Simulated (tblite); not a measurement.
A structure optimised at GFN2-xTB (Å):
```
C 
C   1  1.5113
C   2  1.5094  1  114.52
C   3  1.5001  2  118.94  1    50.75
C   3  1.5380  2  117.84  1  -159.75
O   5  1.4511  3   89.95  2   104.75
C   6  1.2947  5   96.98  3    -2.21
O   7  1.1711  3  128.09  2    59.56
H   1  1.0871  2  110.41  3   171.60
H   1  1.0978  2  110.11  3    53.46
H   1  1.0877  2  112.54  3   -66.39
H   2  1.1021  1  108.99  3   119.01
H   2  1.0955  1  110.34  3  -125.62
H   4  1.0940  3  108.86  2    68.74
H   4  1.0899  3  112.07  2  -173.55
H   4  1.0870  3  111.70  2   -51.33
H   5  1.0911  3  116.80  2    -8.14
H   5  1.0908  3  116.46  2  -142.04
```
Z-matrix in Å and degrees, rows numbered from 1.

Charge +1 and doublet state.

**Question.** Which heavy atoms are bonded, and with what formal order?

**Answer.** C1–C2 (single); C2–C3 (single); C3–C4 (single); C3–C5 (single); C5–O6 (single); O6–C7 (single); C7–O8 (double); C3–C7 (single). Hydrogens: H9, H10, H11 on C1; H12, H13 on C2; H14, H15, H16 on C4; H17, H18 on C5. The orders are those of one drawing; other resonance forms can be drawn.

**Question.** Give the structure as a SMILES string.

**Answer.** `CC[C@@]1(C)COC1=[O+]`, [C6H10O2]+.

**Question.** What is the point group of this geometry?

**Answer.** C1 (no symmetry element, even within 0.4 Å).

**Question.** Which rings does it hold?

**Answer.** C3–C5–O6–C7 (4 members, 0.01 Å rms from planarity).

**Question.** Classify the heavy atoms.

**Answer.** C1: carbon bonded to C and 3 H; C2: carbon bonded to 2 C and 2 H; C3: carbon bonded to 4 C; C4: carbon bonded to C and 3 H; C5: carbon bonded to C, O and 2 H; O6: oxygen bonded to 2 C; C7: carbon bonded to C and 2 O; O8: oxygen bonded to C.

**Question.** What is the arrangement about C4?

**Answer.** It has 4 neighbours (C3, H14, H15, H16) and is tetrahedral (angles from 106.6° to 112.1°).

**Question.** What is the arrangement about C5?

**Answer.** It has 4 neighbours (C3, O6, H17, H18) and has angles from 90.0° to 116.8°.

All values are computed, not measured.
